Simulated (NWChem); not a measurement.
C[S][GeH3] (CH$_{6}$GeS), optimised at PBE0/def2-SVP with NWChem:

```
Item                               Value
---------------------------------  -----
highest occupied level (eV)        -6.68
orbital gap (eV)                    7.07
dipole (D)                          1.48
highest harmonic frequency (cm⁻¹)   3181
zero-point energy (kcal/mol)        39.1
```

### Question
One S atom is replaced by Be, giving [CH3][Be][GeH3] (CH$_{6}$BeGe), optimised at the same level. How do these values move?

### Answer
| quantity | new value | change |
|---|---|---|
| highest occupied level (eV) | -7.68 | -1.00 |
| orbital gap (eV) | 6.84 | -0.23 |
| dipole (D) | 1.34 | -0.14 |
| highest harmonic frequency (cm⁻¹) | 3123 | -58 |
| zero-point energy (kcal/mol) | 37.3 | -1.8 |
